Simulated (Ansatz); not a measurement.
Species: MoO3, net charge -1, doublet state. The spin state was set by rule; other spins were not relaxed. 
Geometry from a B3LYP-D3(BJ)/def2-TZVP (Ansatz, a first-principles code) optimisation:
```
Mo
O 1 1.7431
O 1 1.7431 2 116.26
O 1 1.7431 2 116.26 3 142.51
```
Charge -1, spin multiplicity 2.

Parts of the frozen-core correlation energy in def2-SVPD (Ansatz, hartree). Frozen orbitals: 7; correlated occupied orbitals by spin: 13 and 12; virtual: 83 and 84. Open shells are spin-unrestricted. No spin-orbit coupling. In def2 rows, elements after Kr have scalar-relativistic effective core potentials.

| term | value |
|---|---|
| reference (HF) | -292.01306 |
| MP2 opposite-spin | -0.58820 |
| MP2 same-spin | -0.26641 |
| CCSD correlation | -0.80833 |
| (T) | -0.05225 |
| T1 diagnostic | 0.045 |
| largest doubles amplitude | 0.050 |
| <S^2> of the reference | 0.996 |
